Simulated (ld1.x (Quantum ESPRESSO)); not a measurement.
## u(r) = r·R(r): atom against pseudo-atom (magnesium (Mg))

Columns: radius, all-electron u(r) and pseudo u(r) of the 3p shell (level -1.63 eV) of magnesium in the configuration [He] 2s2 2p6 3s1.75 3p0.25; BP86, scalar-relativistic, PAW scheme, ld1.x (Quantum ESPRESSO) 7.5.

| r (bohr) | all-electron | pseudo |
| --- | --- | --- |
| 0.123 | 0.0646 | 0.0355 |
| 0.245 | 0.1350 | 0.1209 |
| 0.368 | 0.1645 | 0.2099 |
| 0.490 | 0.1583 | 0.2546 |
| 0.613 | 0.1292 | 0.2355 |
| 0.735 | 0.0876 | 0.1663 |
| 0.858 | 0.0395 | 0.0782 |
| 0.980 | -0.0104 | 0.0006 |
| 1.103 | -0.0603 | -0.0593 |
| 1.225 | -0.1080 | -0.1080 |
| 1.348 | -0.1536 | -0.1536 |
| 1.470 | -0.1958 | -0.1958 |
| 1.593 | -0.2353 | -0.2353 |
| 1.715 | -0.2713 | -0.2713 |
| 1.838 | -0.3046 | -0.3046 |
| 1.960 | -0.3345 | -0.3345 |
| 2.083 | -0.3617 | -0.3617 |
| 2.205 | -0.3856 | -0.3856 |
| 2.328 | -0.4068 | -0.4068 |
| 2.450 | -0.4251 | -0.4251 |
| 2.573 | -0.4407 | -0.4407 |
| 2.695 | -0.4538 | -0.4538 |
| 2.818 | -0.4644 | -0.4644 |
| 2.940 | -0.4728 | -0.4728 |
| 3.063 | -0.4792 | -0.4792 |
| 3.185 | -0.4835 | -0.4835 |

Q: How many radial nodes do the two functions have?

A: The all-electron 3p function has n − l − 1 = 1; the pseudo-wave has 1, since 1 lower shell of the same l stays in the valence.

Q: At about which radius was the pseudo-wave matched?

A: 1.25 bohr, where the columns begin to agree (steps of 0.12 bohr).

Q: Is the pseudo-wave norm-conserving?

A: No, it belongs to a PAW set: the norm inside the radius is not constrained, and the difference is carried by the augmentation charge.
